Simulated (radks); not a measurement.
Results of a calculation; reference values are marked as such.
Ionisation of the silicon ion Si+, [Ne] 3s2 3p1, to [Ne] 3s2 as the strength of local exchange is varied. Level of theory: Dirac Kohn-Sham, Slater X-alpha exchange (alpha = 2/3 is LDA exchange), no correlation, spin-unpolarised, spherical densities, point nucleus; open shells fill j = l - 1/2 first (a radial shooting solver on a logarithmic mesh with Libxc functionals).

alpha  E(Si+) (hartree)  exchange (hartree)  IE (eV)  -e of the level emptied (eV)  <r> of it (bohr)
0.589        -285.39623           -16.09745   14.241                 9.972 (3p1/2)             2.552
0.661        -287.36945           -18.16539   14.919                10.594 (3p1/2)             2.496
0.667        -287.53438           -18.33870   14.976                10.647 (3p1/2)             2.492
0.704        -288.55311           -19.41079   15.332                10.974 (3p1/2)             2.464
0.78         -290.65467           -21.63095   16.076                11.663 (3p1/2)             2.410
0.884        -293.55016           -24.70833   17.124                12.638 (3p1/2)             2.341
0.933        -294.92226           -26.17397   17.630                13.111 (3p1/2)             2.310
0.962        -295.73670           -27.04614   17.933                13.396 (3p1/2)             2.292

NIST Atomic Spectra Database: 16.346 eV (measured). The Delta-SCF value meets it near alpha = 0.81. Spin polarisation and multiplet splitting are left out, so open shells lie too high by an amount that depends on their filling.

Beside tabulated values, note that spin-unpolarised runs miss the spin-polarisation part of the exchange energy of open shells.
